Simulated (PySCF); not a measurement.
C3H2F3, SMILES [CH]=CC(F)(F)F, multiplicity 2. Atoms are numbered in the order given.

```xyz
8

C     -0.1442    -2.1384     0.0000
C      0.5831    -1.0475     0.0000
C      0.0066     0.3382     0.0000
F     -1.3222     0.3383     0.0000
F      0.4185     1.0186     1.0749
F      0.4185     1.0186    -1.0749
H      0.0097    -3.2162     0.0000
H      1.6837    -1.0776     0.0000
```
Charge 0, spin multiplicity 2.

Geometry: PBE0-D3(BJ)/def2-SVP. The isomer is the one that the SMILES or the coordinates give; other isomers of the formula were not compared.

Method: B3LYP/pcH-1 (PySCF).

Unrestricted Kohn–Sham, ⟨S²⟩ = 0.760. Hyperfine tensors hold the contact and dipolar terms, without spin-orbit corrections.

Problem. Estimate the hyperfine couplings. (An estimate is asked for; the answer gives what the named calculation found.)

Solution. 
| nucleus | A(iso) (MHz) | A(iso) (G) | dipolar principal values (MHz) |
|---|---|---|---|
| 13C no. 1 | 332.9 | 118.8 | -85.6, -61.4, 147.0 |
| 13C no. 2 | -23.0 | -8.2 | -21.7, 2.2, 19.5 |
| 13C no. 3 | 59.0 | 21.1 | -5.1, -4.1, 9.1 |
| 19F no. 4 | 8.5 | 3.0 | -9.5, -1.6, 11.1 |
| 19F no. 5 | -9.5 | -3.4 | -1.5, 0.4, 1.1 |
| 19F no. 6 | -9.5 | -3.4 | -1.5, 0.4, 1.1 |
| 1H no. 7 | 36.4 | 13.0 | -31.9, -8.7, 40.6 |
| 1H no. 8 | 162.0 | 57.8 | -5.6, -1.5, 7.1 |

Problem. And the g tensor (effective nuclear charges for spin-orbit coupling, GIAO)? (The exact figures need the calculation; the answer reports its results.)

Solution. principal values 2.0016, 2.0024, 2.0033; isotropic 2.0025.
